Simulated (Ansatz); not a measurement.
C2H6F2OSi can be A, `FCOC(F)[SiH3]`, or B, `C[Si](F)(F)CO`.

Isolated molecules relaxed with PBE0-D4/def2-TZVP in Ansatz; ΔE leaves out vibrations. CCSD(T)/CBS is the MP2 limit (def2-TZVPP, def2-QZVPP) plus CCSD(T) − MP2 in def2-TZVPP, frozen cores. DFT in def2-TZVPP. B3LYP here is the variant with VWN-RPA as its local correlation; programs differ in this. Each species was taken in one conformer, which may not be the lowest.

Problem. Which isomer does CCSD(T)/CBS put lower? Give the gap. (Estimate.)

Solution. Computed: B, by 498.4 kJ/mol.

Problem. Give E(B) − E(A) in kJ/mol with MP2/def2-TZVPP, r2SCAN-D4, PBE-D4, B3LYP, B3LYP-D4, B2PLYP, CCSD/def2-TZVPP. (An estimate is asked.)

Solution. Ansatz gave: MP2/def2-TZVPP -509.0, r2SCAN-D4 -485.3, PBE-D4 -461.5, B3LYP -473.7, B3LYP-D4 -477.3, B2PLYP -486.6, CCSD/def2-TZVPP -488.7. None reverses the order clearly.

Largest T1 diagnostic: 0.012.

From PBE to PBE0 (25 % exact exchange), in def2-TZVPP and without D4, E(B) − E(A) moves by −14.2 kJ/mol. The D4 term adds −3.6 kJ/mol with B3LYP and −1.8 kJ/mol with PBE0; it sums over pairs of atoms, weighted by their polarisabilities, and B3LYP, whose exchange is more repulsive, gets the larger term.
